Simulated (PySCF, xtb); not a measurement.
FeO3, SMILES [O]=[Fe](=[O])=[O], multiplicity 1.

GFN2-xTB in xtb at its own geometry gives an orbital gap of 1.35 eV and a dipole moment of 0.00 D.

Geometry optimised at r2SCAN-D4/def2-SVP. The multiplicity is an assumed one; other spin states were not compared.

Problem. What does PBE/def2-TZVPD (PySCF) give? (An estimate is asked for; the answer gives what the named calculation found.)

Solution. gap 1.04 eV (levels -7.65 and -6.61 eV), dipole 0.00 D.
